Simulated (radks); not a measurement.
The numbers below are computed, except where a source is named.
Coulomb parameter of the 5d shell of the tantalum ion Ta+ in the model configuration [Xe] 4f14 5d3 6s1, as a second difference U = [E(n + 0.25) + E(n - 0.25) - 2 E(n)] / (0.25)^2 with all orbitals relaxed. "Bare": the charge of the atom changes with n. "Screened": the 6s shell takes up the change at fixed total charge, which measures U(5d,5d) + U(6s,6s) - 2 U(5d,6s). Level of theory: scalar-relativistic Kohn-Sham, PBE, spin-unpolarised, spherical densities, finite nucleus; Fermi nuclear charge, rms radius 5.3507 fm (a radial shooting solver on a logarithmic mesh with Libxc functionals).

| case | configuration | E - E(n) (eV) |
|---|---|---|
| start | [Xe] 4f14 5d3 6s1 | 0.000 |
| bare +0.25 | [Xe] 4f14 5d3.25 6s1 | -2.348 |
| bare -0.25 | [Xe] 4f14 5d2.75 6s1 | 2.905 |
| screened +0.25 | [Xe] 4f14 5d3.25 6s0.75 | 0.301 |
| screened -0.25 | [Xe] 4f14 5d2.75 6s1.25 | -0.261 |

U(bare) = 8.915 eV, U(screened by 6s) = 0.648 eV, against the Slater integral F0(5d,5d) = 11.789 eV with frozen orbitals.
